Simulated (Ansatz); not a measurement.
`[CH3][GeH]([F])[SH]` + HCl → `[F][GeH]([SH])[Cl]` + CH₄ at 400 K and 1 bar (ligand exchange at a Ge–C bond).

Program: Ansatz. Geometries: PBE0-D4/def2-TZVP. ΔE: electronic, gas phase. CCSD(T)/CBS is the MP2 limit (def2-TZVPP, def2-QZVPP) plus CCSD(T) − MP2 in def2-TZVPP, frozen cores. This one scheme is used for every species. For Ge outer-core shells are correlated without core-valence functions, which leaves a few kJ/mol of doubt a bond. Scalar relativity is left out up to krypton. Each species was taken in one conformer, which may not be the lowest.

```
              species  CCSD(T)/CBS energy (Eh)  H − E (kJ/mol)  S (J/(mol·K))
`[CH3][GeH]([F])[SH]`              -2614.81526           180.5          380.2
                  HCl               -460.38127            29.6          195.4
 `[F][GeH]([SH])[Cl]`              -3034.76350            84.5          369.7
                  CH₄                -40.46206           131.3          197.2
```

H − E and S are ideal-gas, rigid-rotor, harmonic terms from PBE0-D4/def2-TZVP, for one conformer and one mirror image of each species. 1 Eh = 2625.50 kJ/mol, R = 8.31446 J/(mol·K).

Question: By hand: ΔE, ΔH, ΔS and ΔG.

Answer: ΔE = (-3034.76350) + (-40.46206) − (-2614.81526) − (-460.38127) = -0.02903 Eh = -76.2 kJ/mol. Δ(H − E) = 84.5 + 131.3 − 180.5 − 29.6 = 5.7, so ΔH = -70.5 kJ/mol. ΔS = 369.7 + 197.2 − 380.2 − 195.4 = -8.7 J/(mol·K). ΔG = -70.5 − 400 × (-8.7)/1000 = -67.0 kJ/mol.

Question: By hand: the equilibrium constant, and the temperature at which ΔG would vanish if ΔH and ΔS stayed fixed.

Answer: log₁₀ K = −ΔG/(RT ln 10) = 8.7. ΔG = 0 at ΔH/ΔS = 8103 K, far beyond where these terms or the molecules hold.

The number of gas molecules stays the same, so ΔS is small and ΔH decides. A doubt of 5 kJ/mol in ΔE shifts log₁₀ K by 0.7 here. Other conformers and mirror images would add mixing entropy, several J/(mol·K) or more a flexible species. These are equilibria of isolated gas molecules and say nothing of rates. Largest T1 diagnostic: 0.011 (customary marks: 0.02 for closed shells, 0.045 for open ones).
